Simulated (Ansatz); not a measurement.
System: thiophen-3-amine, C$_{4}$H$_{5}$NS (charge 0, singlet). 
Coordinates optimised at B3LYP-D3(BJ)/def2-TZVP (Ansatz, a first-principles code):
SMILES: Nc1ccsc1
```xyz
11

N     -2.0348    -1.2204     0.3367
C     -0.8331    -0.5416     0.1140
C      0.4311    -1.2084     0.0961
C      1.4777    -0.3509    -0.0665
S      0.9559     1.2775    -0.1913
C     -0.6975     0.8142    -0.0368
H     -2.8589    -0.7074     0.0634
H     -2.0530    -2.1567    -0.0386
H      0.5428    -2.2778     0.2097
H      2.5265    -0.5926    -0.1138
H     -1.4770     1.5578    -0.0571
```

Wanted: atomisation energy (electronic, to ground-state atoms), in kcal/mol. Correlated levels leave the core frozen unless marked. UHF or UKS for open shells. No spin-orbit coupling. Non-relativistic. The coupled-cluster limit lacks core correlation, which all-electron functionals hold. CBS(X,Y): correlation extrapolated as X^-3; Hartree-Fock from the larger set.

| level | program | atomisation energy (kcal/mol) |
|---|---|---|
| HF/6-31G* | Ansatz | 777.0 |
| HF/aug-cc-pV(D+d)Z | Ansatz | 774.8 |
| HF/cc-pV(D+d)Z | Ansatz | 771.8 |
| PBE/def2-TZVPD | Ansatz | 1176.0 |

Q: Estimate the value at CCSD(T)/CBS(aug-cc-pV(T+d)Z,aug-cc-pV(Q+d)Z) as computed with Ansatz.

A: 1130.8 kcal/mol
